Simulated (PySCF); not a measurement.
A calculated (MN15, PySCF 2.14, pcseg-2, the non-relativistic Hamiltonian (point nucleus)) atom or ion has these occupied shells.

```tsv
shell	electrons	orbital energy (eV)	rms radius, mean of both spins (bohr)
1s β	1	-7535.5	0.0659
1s α	1	-7535.4	0.0659
2s α	1	-914.09	0.283
2s β	1	-913.43	0.283
2p α	3	-811.00	0.250
2p β	3	-809.90	0.250
3s α	1	-140.30	0.847
3s β	1	-137.93	0.847
3p α	3	-108.68	0.878
3p β	3	-104.96	0.878
3d α	5	-50.987	1.04
3d β	1	-46.662	1.04
```

(1) Name the element and its charge.

Answers

(1) Co³⁺ (cobalt, charge +3), in [Ar] 3d6, high-spin 5D determinant.
